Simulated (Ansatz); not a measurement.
Molecule: AgCl, charge 1, multiplicity 2. The spin state was set by rule; other spins were not relaxed. 
Coordinates optimised at B3LYP-D3(BJ)/def2-TZVP (Ansatz, a first-principles code):
```
Ag
Cl 1 2.4552
```
Charge +1, spin multiplicity 2.

Basis-set convergence of Hartree-Fock and CCSD correlation energies (hartree) with Ansatz. Correlated levels leave the core frozen unless marked. Open shells are spin-unrestricted. Spin-orbit coupling is left out. Frozen are the shells of the preceding noble gas and the d and f shells that filled before the atom's block. Past Kr the def2 sets carry scalar-relativistic core potentials.

```json
[
 {"basis": "def2-SVPD", "functions": "61", "E(HF)": "-605.18259", "E(corr, CCSD)": "-0.35014"},
 {"basis": "def2-TZVPPD", "functions": "107", "E(HF)": "-605.36768", "E(corr, CCSD)": "-0.52226"},
 {"basis": "def2-QZVPPD", "functions": "167", "E(HF)": "-605.38206", "E(corr, CCSD)": "-0.56452"}
]
```

Extrapolating the two largest sets (X = 3 and 4) as X^-3: E(corr) = (64·(-0.56452) - 27·(-0.52226))/37 = -0.5954 Eh, an estimate of the basis-set limit. The largest set recovers 94.8 % of it, the smallest 58.8 %.
